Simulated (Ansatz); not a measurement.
Born–Oppenheimer molecular dynamics of a periodic cell of 21 atoms, NaH13O7 (contents 6 H2O + 1 Na + 1 OH, density as packed 1.00 g/cm³ with natural masses). It starts from a partly relaxed structure (largest force component 0.24 eV/Å).

Method: Ansatz, DFT PBE-D3(BJ), scalar-relativistic, plane waves, PAW. Settings: cutoff 420 eV, k mesh 1x1x1, fermi-dirac smearing 0.02 eV, no spin polarisation.

* ensemble: NVT, Langevin thermostat
* time step: 0.75 fs
* steps asked: 300
* set temperature: 400 K
* friction: 0.02 /fs
* seed: 996158

Frames 3.75 fs apart, positions in Å, forces in eV/Å.

Velocities at 52.5 fs (Å/ps):

```
O 2.07 0.42 8.72
H 6.66 1.07 -4.54
H -12.69 -11.71 -31.96
O 2.47 0.03 -4.20
H -6.09 2.69 -5.32
H -1.80 2.77 14.64
O -9.00 5.85 -4.07
H -15.93 -29.51 -33.02
H -14.93 -23.72 42.13
O 5.69 9.83 5.46
H -35.58 15.52 17.28
H 10.58 26.48 12.47
O -6.44 -0.93 3.65
H -21.48 -21.86 -4.52
H -13.32 -3.00 27.34
O 2.37 -1.10 -2.28
H 7.32 16.60 1.19
H 33.76 -17.83 6.16
Na -2.63 4.86 -0.73
O 2.63 4.21 -1.19
H 24.29 -24.23 3.26
```

```xyz
21
Lattice="6.2692 0.0000 0.0000 0.0000 6.2692 0.0000 0.0000 0.0000 6.2692" Properties=species:S:1:pos:R:3:forces:R:3 time_fs=52.5 energy_less_start_eV=0.930 T=435
O 4.572 5.160 4.156 -0.27 -1.46 0.56
H 4.800 5.828 3.530 0.52 1.11 -0.79
H 3.784 4.750 3.696 0.13 0.06 0.67
O 2.453 3.795 3.197 -0.05 0.63 -0.22
H 1.825 3.531 3.946 0.51 -0.34 -0.71
H 3.196 3.142 3.176 -0.67 -0.34 0.34
O 1.498 1.655 0.991 0.87 -2.59 -1.64
H 1.485 2.204 1.742 0.24 1.24 1.86
H 2.223 0.901 1.159 -0.60 1.65 -0.05
O 4.577 2.857 5.992 0.26 0.37 -0.05
H 4.358 2.368 5.158 -0.19 -0.12 0.12
H 4.447 2.248 6.726 -0.19 -0.58 0.20
O 0.976 2.332 4.784 3.45 0.57 0.37
H 1.322 2.382 5.738 -0.47 -0.63 -0.58
H 0.065 2.279 4.893 -2.88 -0.03 0.36
O 3.781 1.488 3.808 -0.24 1.27 0.99
H 3.757 0.981 2.942 0.27 -0.53 -1.20
H 2.855 1.450 4.104 -0.19 -0.13 0.19
Na 4.654 5.079 0.139 -0.02 0.17 -0.09
O 3.691 0.119 1.695 0.73 1.17 -1.07
H 3.071 -0.455 2.099 -1.22 -1.50 0.74
21
Lattice="6.2692 0.0000 0.0000 0.0000 6.2692 0.0000 0.0000 0.0000 6.2692" Properties=species:S:1:pos:R:3:forces:R:3 time_fs=56.2 energy_less_start_eV=0.875 T=445
O 4.575 5.156 4.184 -0.51 -0.05 -2.12
H 4.851 5.846 3.509 -0.25 -0.80 1.09
H 3.780 4.735 3.653 1.12 0.63 1.50
O 2.464 3.800 3.188 -0.40 0.80 -0.28
H 1.838 3.518 3.911 -0.20 -0.02 -0.16
H 3.161 3.130 3.269 0.35 -0.97 -0.08
O 1.472 1.667 0.972 0.60 -0.26 2.24
H 1.419 2.255 1.794 0.19 -0.76 -1.35
H 2.134 0.929 1.282 -0.26 1.12 -0.63
O 4.591 2.893 6.013 0.15 -0.24 0.66
H 4.208 2.413 5.246 0.03 -0.14 -0.27
H 4.463 2.297 6.776 -0.09 -0.11 -0.18
O 0.958 2.332 4.796 -2.18 0.14 -0.18
H 1.244 2.277 5.725 0.69 -0.32 0.82
H -0.042 2.291 5.006 1.60 0.33 -0.79
O 3.791 1.492 3.800 0.06 1.33 0.72
H 3.795 0.999 2.898 -0.11 -0.46 -0.63
H 2.898 1.381 4.157 -0.39 -0.35 -0.04
Na 4.646 5.103 0.142 0.02 0.25 -0.11
O 3.706 0.142 1.694 -1.29 -1.31 0.59
H 3.148 -0.592 2.122 0.86 1.20 -0.79
21
Lattice="6.2692 0.0000 0.0000 0.0000 6.2692 0.0000 0.0000 0.0000 6.2692" Properties=species:S:1:pos:R:3:forces:R:3 time_fs=60.0 energy_less_start_eV=0.934 T=391
O 4.581 5.137 4.190 2.40 0.10 2.21
H 4.923 5.794 3.603 0.21 0.91 -0.70
H 3.848 4.742 3.776 -2.30 -1.10 -1.17
O 2.465 3.817 3.180 0.98 -1.32 0.33
H 1.829 3.490 3.868 -0.68 0.38 0.01
H 3.121 3.027 3.364 -0.47 0.68 -0.77
O 1.450 1.672 0.968 -1.23 1.64 1.26
H 1.351 2.301 1.743 0.16 -0.41 -1.06
H 2.039 1.022 1.340 1.51 -1.24 0.15
O 4.613 2.921 6.038 -0.98 -1.39 0.26
H 4.050 2.466 5.318 1.09 0.54 0.45
H 4.482 2.305 6.803 0.10 0.41 -0.50
O 0.931 2.341 4.807 0.98 -0.33 1.40
H 1.229 2.144 5.782 0.13 0.18 -1.32
H -0.004 2.345 5.020 -1.09 0.32 -0.40
O 3.795 1.506 3.801 -1.18 0.46 -0.08
H 3.800 0.960 2.774 -0.15 -0.22 0.40
H 2.900 1.288 4.179 0.76 -0.09 -0.54
Na 4.641 5.138 0.154 0.11 0.16 -0.19
O 3.720 0.155 1.704 0.32 1.07 -0.24
H 3.284 -0.604 2.080 -0.67 -0.73 0.51
21
Lattice="6.2692 0.0000 0.0000 0.0000 6.2692 0.0000 0.0000 0.0000 6.2692" Properties=species:S:1:pos:R:3:forces:R:3 time_fs=63.8 energy_less_start_eV=0.889 T=367
O 4.596 5.119 4.200 -0.45 -0.79 -0.16
H 5.000 5.801 3.616 -0.98 -0.55 0.24
H 3.717 4.663 3.827 1.50 1.16 0.15
O 2.469 3.826 3.183 -0.17 -0.69 0.69
H 1.739 3.534 3.822 0.05 0.45 -0.25
H 3.017 2.987 3.365 0.35 -0.06 -0.53
O 1.423 1.680 0.964 1.22 -2.80 -0.56
H 1.279 2.335 1.609 -0.14 1.61 1.61
H 2.113 1.032 1.362 -0.48 0.89 -0.64
O 4.632 2.940 6.063 -0.18 0.08 0.39
H 4.013 2.576 5.398 0.19 -0.13 -0.76
H 4.503 2.316 6.784 0.08 -0.35 0.57
O 0.914 2.350 4.827 0.17 0.00 -0.18
H 1.267 2.063 5.729 -0.50 0.31 -0.44
H -0.054 2.411 4.949 0.18 0.08 0.11
O 3.786 1.522 3.807 0.30 0.73 -1.07
H 3.802 0.907 2.715 0.02 -0.10 0.40
H 2.952 1.192 4.132 -0.82 -0.44 0.41
Na 4.634 5.171 0.161 0.23 0.12 -0.34
O 3.733 0.177 1.709 -0.75 -0.63 0.50
H 3.350 -0.672 2.075 0.18 1.12 -0.15
21
Lattice="6.2692 0.0000 0.0000 0.0000 6.2692 0.0000 0.0000 0.0000 6.2692" Properties=species:S:1:pos:R:3:forces:R:3 time_fs=67.5 energy_less_start_eV=0.924 T=356
O 4.613 5.096 4.209 -0.70 -0.83 -0.06
H 4.951 5.758 3.585 -0.41 0.00 0.06
H 3.710 4.702 3.869 1.23 0.57 0.13
O 2.469 3.833 3.200 -0.48 -0.12 -0.05
H 1.653 3.614 3.744 0.65 0.01 0.00
H 2.954 2.947 3.275 0.16 -0.05 0.15
O 1.408 1.673 0.956 -0.21 1.17 1.74
H 1.244 2.467 1.596 0.85 -2.03 -1.33
H 2.153 1.110 1.308 -0.05 0.40 0.17
O 4.645 2.967 6.088 -0.47 -0.54 0.85
H 4.031 2.662 5.375 0.34 -0.25 -0.18
H 4.512 2.304 6.809 0.09 0.37 -0.54
O 0.908 2.358 4.841 -1.73 1.06 -2.73
H 1.256 2.015 5.660 -0.14 -0.27 1.60
H -0.090 2.473 4.884 1.50 -0.35 0.55
O 3.775 1.543 3.806 -1.22 -0.64 -0.37
H 3.854 0.860 2.756 -0.19 0.47 0.10
H 2.962 1.068 4.142 0.90 0.73 -0.21
Na 4.627 5.202 0.160 0.27 0.10 -0.29
O 3.727 0.197 1.713 -0.03 -0.05 0.35
H 3.410 -0.652 2.079 -0.36 0.23 0.06
21
Lattice="6.2692 0.0000 0.0000 0.0000 6.2692 0.0000 0.0000 0.0000 6.2692" Properties=species:S:1:pos:R:3:forces:R:3 time_fs=71.2 energy_less_start_eV=1.133 T=279
O 4.624 5.067 4.217 1.85 0.41 0.72
H 4.824 5.722 3.548 0.67 0.78 -0.19
H 3.779 4.791 3.904 -2.21 -1.39 -0.45
O 2.466 3.844 3.217 1.53 -0.52 -1.56
H 1.629 3.688 3.658 -0.56 -0.62 0.80
H 2.929 2.906 3.155 -0.71 1.21 0.89
O 1.392 1.665 0.958 0.20 -2.65 -1.42
H 1.296 2.418 1.472 -0.24 2.60 1.79
H 2.203 1.219 1.274 0.51 -0.52 0.25
O 4.654 2.998 6.114 -0.68 0.35 -1.01
H 4.088 2.708 5.323 0.79 -0.14 0.79
H 4.523 2.353 6.808 -0.22 -0.68 0.33
O 0.903 2.360 4.832 3.04 -0.61 -0.41
H 1.229 1.974 5.716 -0.73 0.68 -0.69
H -0.005 2.501 4.901 -2.71 0.25 0.57
O 3.757 1.555 3.808 0.73 0.11 -1.15
H 3.917 0.906 2.814 -0.51 0.69 0.20
H 3.039 1.028 4.153 -0.80 -0.13 0.48
Na 4.631 5.225 0.161 0.25 0.14 -0.14
O 3.710 0.221 1.720 0.53 0.48 0.04
H 3.406 -0.605 2.110 -0.73 -0.42 0.17
21
Lattice="6.2692 0.0000 0.0000 0.0000 6.2692 0.0000 0.0000 0.0000 6.2692" Properties=species:S:1:pos:R:3:forces:R:3 time_fs=75.0 energy_less_start_eV=0.999 T=322
O 4.638 5.041 4.235 -1.13 0.78 -1.75
H 4.752 5.745 3.525 0.38 -0.64 1.07
H 3.701 4.731 3.927 1.03 -0.36 0.58
O 2.470 3.856 3.218 -1.08 1.01 -0.55
H 1.580 3.708 3.657 1.10 -0.36 0.03
H 2.871 2.965 3.133 0.12 -0.50 0.71
O 1.384 1.645 0.950 1.28 1.03 1.74
H 1.313 2.534 1.438 0.20 -1.63 -0.82
H 2.297 1.272 1.263 -1.08 -0.08 -0.26
O 4.655 3.035 6.136 0.36 -0.05 1.58
H 4.202 2.701 5.359 -0.63 -0.66 -1.03
H 4.519 2.365 6.841 0.03 0.13 -0.45
O 0.901 2.359 4.819 -2.64 0.82 -1.02
H 1.160 1.986 5.682 0.31 -0.07 0.72
H -0.097 2.543 4.978 2.09 -0.37 -0.29
O 3.741 1.560 3.814 0.14 0.00 -0.10
H 3.914 1.027 2.890 -0.32 0.29 0.13
H 3.059 0.973 4.182 -0.15 0.38 0.12
Na 4.636 5.248 0.163 0.18 0.28 0.03
O 3.704 0.253 1.729 -0.27 -1.44 0.41
H 3.342 -0.586 2.168 0.07 1.45 -0.86
21
Lattice="6.2692 0.0000 0.0000 0.0000 6.2692 0.0000 0.0000 0.0000 6.2692" Properties=species:S:1:pos:R:3:forces:R:3 time_fs=78.8 energy_less_start_eV=0.810 T=391
O 4.646 5.023 4.242 -0.93 -0.72 0.15
H 4.751 5.733 3.599 0.06 0.36 -0.43
H 3.728 4.615 4.016 1.02 0.39 -0.11
O 2.464 3.877 3.210 0.20 0.37 -0.82
H 1.617 3.689 3.645 -0.36 -0.19 0.62
H 2.861 2.972 3.202 0.22 -0.13 0.36
O 1.385 1.626 0.952 0.28 0.12 0.28
H 1.340 2.515 1.340 -0.09 0.07 0.15
H 2.292 1.316 1.219 0.15 -0.72 0.14
O 4.654 3.071 6.168 -0.57 -1.10 -0.95
H 4.306 2.618 5.326 0.28 0.56 0.75
H 4.533 2.371 6.828 0.02 -0.17 0.28
O 0.882 2.365 4.804 0.87 -0.22 -0.48
H 1.185 2.010 5.685 0.27 0.03 -0.08
H -0.013 2.567 5.037 -1.32 0.44 0.07
O 3.726 1.562 3.821 -0.32 1.28 2.36
H 3.908 1.155 2.945 0.16 -1.03 -1.69
H 3.047 0.962 4.179 -0.02 0.35 -0.05
Na 4.642 5.270 0.159 0.13 0.34 0.24
O 3.704 0.278 1.746 1.24 1.50 -1.58
H 3.267 -0.451 2.132 -1.30 -1.53 0.79
21
Lattice="6.2692 0.0000 0.0000 0.0000 6.2692 0.0000 0.0000 0.0000 6.2692" Properties=species:S:1:pos:R:3:forces:R:3 time_fs=82.5 energy_less_start_eV=0.884 T=387
O 4.650 5.007 4.250 2.17 0.99 0.75
H 4.766 5.721 3.597 -0.40 -0.25 -0.16
H 3.846 4.531 4.075 -1.63 -0.49 -1.04
O 2.462 3.900 3.189 -0.29 -1.50 0.24
H 1.631 3.659 3.684 0.16 0.37 0.03
H 2.866 2.962 3.338 0.11 0.90 -0.27
O 1.378 1.609 0.965 -1.05 0.17 -0.50
H 1.360 2.522 1.269 0.03 0.41 0.50
H 2.260 1.294 1.187 1.40 -0.83 0.56
O 4.654 3.096 6.200 -0.24 -1.50 0.04
H 4.436 2.597 5.366 -0.29 0.38 -0.07
H 4.542 2.363 6.846 0.08 0.41 0.07
O 0.867 2.357 4.796 0.00 0.05 0.34
H 1.257 2.049 5.683 -0.44 0.13 -0.70
H -0.032 2.618 5.072 0.32 0.01 -0.10
O 3.713 1.569 3.837 0.95 1.49 0.30
H 3.945 1.211 2.858 -0.87 -0.88 0.49
H 3.060 0.973 4.206 -0.44 -0.31 -0.12
Na 4.644 5.299 0.154 0.11 0.33 0.34
O 3.714 0.306 1.752 -0.62 -1.06 -0.25
H 3.090 -0.400 2.121 0.93 1.18 -0.46
21
Lattice="6.2692 0.0000 0.0000 0.0000 6.2692 0.0000 0.0000 0.0000 6.2692" Properties=species:S:1:pos:R:3:forces:R:3 time_fs=86.2 energy_less_start_eV=0.923 T=342
O 4.669 4.993 4.264 -0.69 -0.36 -0.69
H 4.745 5.660 3.546 -0.08 -0.25 0.28
H 3.825 4.465 4.000 0.84 0.99 0.01
O 2.461 3.907 3.168 -0.66 -0.96 0.74
H 1.650 3.645 3.699 -0.04 0.65 -0.18
H 2.870 3.023 3.438 0.68 -0.16 -0.68
O 1.369 1.597 0.975 1.46 0.98 0.59
H 1.376 2.574 1.260 0.34 -1.94 -0.08
H 2.322 1.202 1.193 -1.32 0.84 -0.08
O 4.656 3.112 6.240 0.07 -0.70 0.00
H 4.526 2.626 5.394 -0.56 0.10 -0.35
H 4.560 2.382 6.872 -0.02 -0.02 0.42
O 0.851 2.349 4.784 -1.40 0.99 -1.23
H 1.289 2.090 5.601 0.33 -0.49 1.13
H -0.032 2.666 5.110 1.06 -0.26 -0.30
O 3.703 1.588 3.847 -0.04 0.19 0.09
H 3.879 1.176 2.823 -0.56 -0.34 0.87
H 3.026 0.975 4.216 0.42 0.53 -0.35
Na 4.641 5.335 0.155 0.13 0.23 0.21
O 3.727 0.330 1.744 0.34 0.46 -0.73
H 3.027 -0.239 2.077 -0.31 -0.49 0.31
```

Of the whole run (225 fs, mean temperature of the second half 398 K): A run of 0.23 ps of so small a system gives no equilibrium averages. Limits of this set-up: coarse k mesh.

Run time: 6.6 min on 1 thread of Arm Neoverse V1 (shared host), peak memory 0.33 GiB.
